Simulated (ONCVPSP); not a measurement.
# zinc, ONCV: configuration errors across variants

| Quantity | Value |
| --- | --- |
| Element | zinc |
| Generator | ONCVPSP 4.0.1 |
| Type | optimised norm-conserving Vanderbilt (ONCV) |
| Functional | PBEsol |
| Relativity | fully relativistic |
| Frozen core | [Ar] |
| Valence charge | 12 |
| Reference configuration | 3d10 4s1.5 (charge +0.5) |
| Partial waves | 4s: rc 2.25 bohr, ncon 4, nbas 7, qcut 2.8 1/bohr, 1 projector; p scattering state at 0.27 Ha: rc 1.80 bohr, ncon 4, nbas 7, qcut 4.8 1/bohr, 3 projectors, debl 3.5 Ha; 3d: rc 1.50 bohr, ncon 4, nbas 9, qcut 8.7 1/bohr, 2 projectors, debl 2.4 Ha |
| Local potential | polynomial inside 1.15 bohr (lpopt 5, dvloc0 3 Ha) |
| Core correction | Teter function, fcfact 3.25, rcfact 1.35 |

Open shells are filled in proportion to 2j + 1.

All-electron excitation energies from the reference (eV): (1) 3d10 4s2 -3.950; (2) 3d10 4s1 5.950; (3) 3d10 4s0 24.300; (4) 3d10 4s0 4p1 12.307.

A true bound ghost makes a file unfit for plane-wave use even where its test errors are small: the radial tests pick states by their node count and pass the ghost by.

Errors AE − PS in meV (a dash: test not solved or not reliable):

```csv
change,(1),(2),(3),(4),bound ghosts,GHOST(+) flags above zero
base,+2.7,+3.6,+22,+3.6,"p3/2, p1/2, s","p3/2, p1/2"
p: qcut 2.8,+2.7,+3.6,+22,+3.3,"p3/2, p1/2, s",p3/2
p: qcut 3.5,+2.7,+3.6,+22,+3.6,"p3/2, p1/2, s","p3/2, p1/2"
p: qcut 3.9,+2.7,+3.6,+22,+3.6,"p3/2, p1/2, s","p3/2, p1/2"
p: qcut 4.4,+2.7,+3.6,+22,+3.6,"p3/2, p1/2, s","p3/2, p1/2"
p: qcut 5,+2.7,+3.6,+22,–,"p3/2, p1/2, s",none
p: qcut 5.7,+2.7,+3.6,+22,–,"p3/2, p1/2, s",none
p: qcut 6.1,+2.7,+3.6,+22,–,"p3/2, p1/2, s",none
p: qcut 6.7,+2.7,+3.6,+22,+1.1,"p3/2, p1/2, s",none
```

(1) Give the same row for: p: qcut 7.1.

Answers

(1) +2.7, +3.6, +22, +0.9; bound ghosts: p3/2, p1/2, s; GHOST(+) flags above zero: none.
